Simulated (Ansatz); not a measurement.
Two isomers of CH6FGeNSi: A = `[F][GeH2]/[N]=C/[SiH3]`, B = `N[C]1(F)[SiH2][GeH2]1`.

Program: Ansatz. Geometries: PBE0-D4/def2-TZVP. ΔE: electronic, gas phase. CCSD(T)/CBS is the MP2 limit (def2-TZVPP, def2-QZVPP) plus CCSD(T) − MP2 in def2-TZVPP, frozen cores. DFT in def2-TZVPP. B3LYP here is the variant with VWN-RPA as its local correlation; programs differ in this. For Ge outer-core shells are correlated without core-valence functions, which leaves a few kJ/mol of doubt a bond. Scalar relativity is left out up to krypton. One conformer a species, not always the lowest.

A:

Z-matrix (Å, degrees):
```
Ge
N 1 1.846
F 1 1.749 2 108.7
H 1 1.531 2 109.8 3 116.4
H 1 1.531 2 109.8 3 -116.4
C 2 1.269 1 121.2 3 0.0
Si 6 1.896 2 120.0 1 180.0
H 6 1.104 2 122.1 1 0.0
H 7 1.488 6 108.8 2 121.3
H 7 1.488 6 108.8 2 -121.1
H 7 1.481 6 109.5 2 0.1
```

B:

Z-matrix (Å, degrees):
```
C
F 1 1.401
Si 1 1.908 2 117.4
N 1 1.396 2 115.2 3 140.1
Ge 1 2.021 2 117.2 3 -83.2
H 3 1.482 1 115.1 2 -6.5
H 3 1.483 1 117.7 2 131.5
H 4 1.012 1 114.3 2 -66.1
H 4 1.011 1 114.6 2 63.4
H 5 1.529 1 115.1 2 -131.6
H 5 1.530 1 116.0 2 6.4
```

Problem. Which isomer does CCSD(T)/CBS put lower? Give the gap. (An estimate is asked.)

Solution. Ansatz gave: A, by 175.8 kJ/mol.

Problem. Give E(B) − E(A) in kJ/mol with ωB97M-V, B3LYP-D4, r2SCAN-D4, CCSD/def2-TZVPP, B2PLYP, HF/def2-TZVPP, PBE0-D4. (Estimate.)

Solution. The calculation gave: ωB97M-V 169.5, B3LYP-D4 178.3, r2SCAN-D4 156.9, CCSD/def2-TZVPP 191.0, B2PLYP 188.7, HF/def2-TZVPP 240.9, PBE0-D4 142.8. None reverses the order clearly.

Largest T1 diagnostic: 0.013.

The D4 term adds −4.5 kJ/mol with B3LYP and −2.2 kJ/mol with PBE0; it sums over pairs of atoms, weighted by their polarisabilities, and B3LYP, whose exchange is more repulsive, gets the larger term. From PBE to PBE0 (25 % exact exchange), in def2-TZVPP and without D4, E(B) − E(A) moves by +5.7 kJ/mol.
